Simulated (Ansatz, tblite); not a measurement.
Removing an electron: Si(OH)2Me2 (C2H8O2Si). The state is a singlet with charge 0. Geometry: PBE-D4/def2-SVP. Ansatz, gas phase; energy differences of separate SCF runs; the oxidised species was run as a doublet alone.

Cartesian coordinates in Å:
```
Si -0.1895 -0.1490 0.2574
O -1.1485 0.7042 1.3548
H -0.8668 0.6085 2.2815
O -0.2577 -1.8099 0.5559
H -1.1473 -2.1918 0.4560
C 1.6278 0.2780 0.4321
H 2.0184 -0.0288 1.4241
H 1.7925 1.3684 0.3183
H 2.2314 -0.2447 -0.3378
C -0.9009 0.2934 -1.4199
H -0.7858 1.3777 -1.6233
H -1.9843 0.0600 -1.4702
H -0.3892 -0.2659 -2.2288
```

The xTB rows come from tblite.

```json
{"level": "GFN1-xTB", "−HOMO (eV)": "11.33", "vertical IE (eV)": "14.28", "−LUMO (eV)": "3.80", "HOMO–LUMO gap (eV)": "7.53"}
{"level": "GFN2-xTB", "−HOMO (eV)": "10.71", "vertical IE (eV)": "13.80", "−LUMO (eV)": "2.89", "HOMO–LUMO gap (eV)": "7.81"}
{"level": "PBE-D4/def2-TZVP", "−HOMO (eV)": "6.83", "vertical IE (eV)": "9.82", "−LUMO (eV)": "0.23", "HOMO–LUMO gap (eV)": "6.60"}
{"level": "PBE0-D4/def2-TZVP", "−HOMO (eV)": "8.32", "vertical IE (eV)": "10.33", "−LUMO (eV)": "-0.61", "HOMO–LUMO gap (eV)": "8.94"}
{"level": "BHLYP-D4/def2-TZVP", "−HOMO (eV)": "9.69", "vertical IE (eV)": "10.70", "−LUMO (eV)": "-1.21", "HOMO–LUMO gap (eV)": "10.89"}
```

Relaxing the oxidised species (PBE-D4/def2-SVP) changes its energy by -0.58 eV at PBE-D4/def2-TZVP, so the adiabatic ionisation energy to this nearest minimum is 9.25 eV. At PBE0-D4/def2-TZVP it is 9.56 eV.   Raw xTB energy differences between charge states are shifted by several eV; the methods need an empirical correction for them.
